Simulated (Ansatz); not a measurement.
`CNBBr` + NH₃ → `NBBr` + CH₃NH₂ at 500 K and 1 bar (ligand exchange at a B–N bond).

Isolated molecules relaxed with PBE0-D4/def2-TZVP in Ansatz; ΔE leaves out vibrations. CBS: MP2 limit from def2 TZ/QZ plus the TZ coupled-cluster correction, frozen cores. This one scheme is used for every species. For Br outer-core shells are correlated without core-valence functions, which leaves a few kJ/mol of doubt a bond. Scalar relativity is left out up to krypton. One conformer a species, not always the lowest.

| species | CCSD(T)/CBS energy (Eh) | H − E (kJ/mol) | S (J/(mol·K)) |
| --- | --- | --- | --- |
| `CNBBr` | -2693.95268 | 217.7 | 362.4 |
| NH₃ | -56.50880 | 108.2 | 211.8 |
| `NBBr` | -2654.70322 | 134.3 | 315.6 |
| CH₃NH₂ | -95.75281 | 191.8 | 270.3 |

H − E and S are ideal-gas, rigid-rotor, harmonic terms from PBE0-D4/def2-TZVP, for one conformer and one mirror image of each species. 1 Eh = 2625.50 kJ/mol, R = 8.31446 J/(mol·K).

**Question.** By hand: ΔE, ΔH, ΔS and ΔG.

**Answer.** ΔE = (-2654.70322) + (-95.75281) − (-2693.95268) − (-56.50880) = 0.00545 Eh = 14.3 kJ/mol. Δ(H − E) = 134.3 + 191.8 − 217.7 − 108.2 = 0.2, so ΔH = 14.5 kJ/mol. ΔS = 315.6 + 270.3 − 362.4 − 211.8 = 11.7 J/(mol·K). ΔG = 14.5 − 500 × (11.7)/1000 = 8.7 kJ/mol.

**Question.** By hand: the equilibrium constant, and the temperature at which ΔG would vanish if ΔH and ΔS stayed fixed.

**Answer.** log₁₀ K = −ΔG/(RT ln 10) = -0.9. ΔG = 0 at ΔH/ΔS = 1239 K, though so small a ΔS makes that figure unsure.

TΔS isn't small against ΔH here. A doubt of 5 kJ/mol in ΔE shifts log₁₀ K by 0.5 here. Other conformers and mirror images would add mixing entropy, several J/(mol·K) or more a flexible species. These are equilibria of isolated gas molecules and say nothing of rates. Largest T1 diagnostic: 0.010 (customary marks: 0.02 for closed shells, 0.045 for open ones).
